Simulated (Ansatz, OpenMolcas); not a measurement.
From OpenMolcas to Ansatz

This OpenMolcas 26.06 job computes triplet AlCl2F:

test.inp:
```
&GATEWAY
 BasLib = $CurrDir
 Coord
 4
 angstrom
 F        0.087420       0.388220       1.682350
 Al       0.004800       0.021530       0.093600
 Cl       1.223040      -1.463690      -0.663450
 Cl      -1.315270       1.053930      -1.112510
 Basis = def2-SVPD
 Group = NoSym

&SEWARD
 GridInput
 Grid=UltraFine
 End of Grid

&SCF
 UHF
 Spin = 3
 KSDFT = PBE0
 Thresholds = 1e-10 1e-07 1e-07 1e-05
 PrOrbitals = 1
```

```bash
$ export MOLCAS_MEM=1860
$ pymolcas test.inp > test.log
```

(Basis files named in the input come from the Basis Set Exchange and aren't shown.)

Geometry: relaxed at PBE0-D4/def2-TZVP. That shape belongs to the parent species and isn't relaxed for this state.

It gives a total energy of -1261.711690 Eh.

**Question.** Write the same calculation for Ansatz 0.2.0 as an input file of the program's own.

**Answer.** This input was run:

input.yaml:
```yaml
crystal:
  periodic: [false, false, false]
  atoms:
    - {symbol: F, position_ang: [0.087420, 0.388220, 1.682350]}
    - {symbol: Al, position_ang: [0.004800, 0.021530, 0.093600]}
    - {symbol: Cl, position_ang: [1.223040, -1.463690, -0.663450]}
    - {symbol: Cl, position_ang: [-1.315270, 1.053930, -1.112510]}
basis:
  gaussian: {orbitals: def2-SVPD}
magnetization: {spin_polarized: true, initial_magnetization: 2}
hamiltonian: {xc: {name: PBE0}}
accuracy: high
output: {orbitals: {seedname: orbitals}}
```

```bash
$ ansatz run input.yaml --threads 1 --pin off --max-ram 3480MiB --events-out events.jsonl --progress --plain --runs-dir runs
```

Its energy is -1261.711689 Eh, 0.001 mEh from the first.
